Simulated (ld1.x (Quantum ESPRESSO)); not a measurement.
What one change does to a pseudopotential (Pd, RRKJ)

| Item | Value |
| --- | --- |
| Element | Pd |
| Generator | ld1.x (Quantum ESPRESSO) 7.5 |
| Type | norm-conserving RRKJ (Kleinman–Bylander form) |
| Functional | PW91 |
| Relativity | scalar-relativistic |
| Frozen core | [Kr] |
| Valence charge | 10 |
| Reference configuration | 4d10 5s0 5p0 |
| Partial waves | 5p (bound, empty): rc 4.20 bohr; 4d (bound): rc 2.15 bohr; 4f channel at -0.05 Ry: rc 4.05 bohr; 5s (bound, empty): rc 2.65 bohr |
| Local potential | the s channel |
| Core correction | none |

Change: wave 5s (bound): rc 2.65 bohr becomes 5s (bound): rc 1.80 bohr.

Cutoffs: the cutoffs (Ry, on a coarse ladder) from which the occupation-weighted sum of valence levels, in a spherical-Bessel basis at the reference potential, stays within 10 and 1 mRy of its value at 400 Ry; they do not see the model core or the augmentation charge, which bear on the density cutoff. Errors are all-electron minus pseudo energies relative to the spin-unpolarised reference configuration.

How do hardness, ghosts and transferability respond?

The potential gets neither clearly harder nor softer (40 Ry and 50 Ry → 40 Ry and 50 Ry); of the 7 tests that both files solve, the error grows in 0 and shrinks in 7 by more than 15 % and 0.3 meV (median size 242.3 → 109.8 meV); neither file shows a bound ghost. Less of the atom is replaced, so other configurations are described better.

| quantity | base | changed |
| --- | --- | --- |
| cutoff, loose | 40 Ry | 40 Ry |
| cutoff, tight | 50 Ry | 50 Ry |
| bound ghosts | none | none |
| error for 4d9 5s0 5p0, meV [ΔE 9.19 eV] | -48 | -36 |
| error for 4d8 5s0 5p0, meV [ΔE 30.08 eV] | -279 | -219 |
| error for 4d7 5s0 5p0, meV [ΔE 64.52 eV] | -747 | -604 |
| error for 4d8 5s1 5p0, meV [ΔE 13.71 eV] | -242 | -110 |
| error for 4d6 5s0 5p0, meV [ΔE 113.95 eV] | -1374 | -1132 |
| error for 4d9 5s1 5p0, meV [ΔE 1.50 eV] | -54 | -27 |
| error for 4d9 5s0 5p1, meV [ΔE 5.28 eV] | -57 | -47 |
| s: phases at 4.55 bohr within 0.05 rad from the reference energy up to (Ry; the scan ends near 5) | 0.8 | 0.6 |
| p: phases at 4.55 bohr within 0.05 rad from the reference energy up to (Ry; the scan ends near 5) | 1.2 | 1.3 |
| d: phases at 4.55 bohr within 0.05 rad from the reference energy up to (Ry; the scan ends near 5) | 0.4 | 0.5 |
| f: phases at 4.55 bohr within 0.05 rad from the reference energy up to (Ry; the scan ends near 5) | 2.0 | 2.0 |
